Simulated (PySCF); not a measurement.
Species: C6H7N2S (doublet state).
Atom-mapped SMILES: `[CH3:1][C@H:2]1[CH2:3][C:4]1[c:5]1[cH:6][n:7][s:8][n:9]1` (hydrogens: H10, H11, H12 on C1; H13 on C2; H14, H15 on C3; H16 on C6)

Structure used (GFN2-xTB), in Å, numbered top down from 1:
```
atom  x, y, z in Å
C1    -1.905    0.192    1.049
C2    -1.182   -0.658    0.025
C3    -1.115   -0.210   -1.425
C4     0.067   -0.191   -0.569
C5     1.374    0.134   -0.402
C6     2.134   -0.019    0.822
N7     3.368    0.356    0.725
S8     3.639    0.891   -0.812
N9     2.158    0.647   -1.384
H10   -1.532   -0.016    2.050
H11   -2.972   -0.022    1.028
H12   -1.757    1.248    0.837
H13   -1.282   -1.725    0.205
H14   -1.180   -0.952   -2.210
H15   -1.566    0.736   -1.698
H16    1.743   -0.403    1.746
```

The hyperfine couplings belong to this conformer and change with its torsions.

Method: PySCF, UKS B3LYP, pcH-1 on C H N S, non-relativistic, mean-field spin-orbit, GIAO. Geometry: GFN2-xTB, one conformer, isolated molecule. Couplings are sensitive to structure, and on GFN2-xTB geometries they can be far from those on DFT ones. Stability of the SCF solution: not tested.

Largest spin populations (Mulliken): C4 (+0.66), N9 (+0.32), C5 (-0.16) and S8 (+0.15). The positive populations add up to 1.34 and the negative ones to -0.34, together 2S = 1. The angles at C4 add up to 359.8°, so it is planar.

(1) McConnell's relation a(H) = Q·ρ ties the coupling of a proton on a planar π carbon to the spin population of that carbon. What Q do the computed values give?

(2) How do the β-proton couplings of this frozen conformer go with θ, the angle between the C–H bond and the normal to the plane of the spin centre's three neighbours, both seen down the bond from centre to carbon?

Answers

(1) 
```
  H   C    ρ(C)  a(H) (G)  a/ρ (G)
H16  C6  +0.101     -2.43    -24.1
```

One proton gives one ratio, Q = -24.1 G, and no test of linearity.

(2) 
| β H | on | centre | θ (°) | cos²θ | a (G) |
| --- | --- | --- | --- | --- | --- |
| H14 | C3 | C4 | 18 | 0.91 | +22.65 |
| H15 | C3 | C4 | 19 | 0.90 | +21.60 |
| H13 | C2 | C4 | 15 | 0.93 | +20.61 |

Couplings in gauss use g_iso = 2.0037.

On Arm Neoverse V1, one thread (shared host), this took 2.2 min of wall time (with the writing of density and orbital grids) and 1.1 GiB of memory at its peak.
